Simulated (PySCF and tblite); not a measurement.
Results of a calculation; reference values are marked as such.
C3H5F3O, numbered as in [OH:1][CH2:2][CH2:3][C:4]([F:5])([F:6])[F:7].

Level: PBE0-D3(BJ)/cc-pVDZ//PBE0-D3(BJ)/def2-SVP, thermal terms from GFN2-xTB, symmetry numbers and mirror pairs counted. Conformers within 3 kcal/mol (GFN2-xTB free energy) were kept, 4 at most. GIAO shieldings: PBE0/cc-pVDZ. Shifts are against TMS (¹H), TMS (¹³C), CFCl3 (¹⁹F) at the same level. (PySCF 2.14, tblite 0.8.)

Question: List the conformer-averaged shifts at 298.15 K.

Answer: ¹H: 3.62 (H2, 2H), 1.69 (H3, 2H) ppm. ¹³C: 128.6 (C4), 56.2 (C2), 39.3 (C3) ppm. ¹⁹F: -77.1 (F5/F6/F7) ppm.

Question: How do the conformers differ?

Answer: Torsions listed: H1–O1–C2–C3, O1–C2–C3–C4. Of a mirror pair one member is shown.
| conformer | shape | weight % |
| --- | --- | --- |
| 1 | 60°, -74° | 86.7 |
| 2 | 69°, 176° | 6.4 |
| 3 | 180°, 180° | 4.6 |
| 4 | -56°, -57° | 2.3 |

```tsv
signal	1	2	3	4	average
H2	3.62	3.59	3.67	3.71	3.62
H3	1.68	1.71	1.89	1.55	1.69
C2	56.1	56.4	56.7	56.4	56.2
C3	39.1	41.8	38.8	40.4	39.3
C4	129.0	126.0	126.6	126.8	128.6
F5/F6/F7	-76.9	-78.6	-78.4	-76.2	-77.1
```

Question: Which signal moves most, for its nucleus, between 220 and 380 K through the change of populations alone?

Answer: C4: 128.8 ppm at 220 K, 128.7 ppm at 260 K, 128.6 ppm at 298.15 K, 128.5 ppm at 340 K, 128.4 ppm at 380 K. Exchange is taken as fast throughout; ring flips and hindered rotations can be slow on the NMR time scale at the lower temperatures.

H on N, O and S are left out: they exchange, and hydrogen bonds move them by several ppm. Unscaled ¹⁹F shifts at such levels can be off by tens of ppm; differences between conformers or isomers are more reliable. Shifts are unscaled: against experiment ¹³C can be off by 15 ppm or more and ¹H by 0.8 ppm.
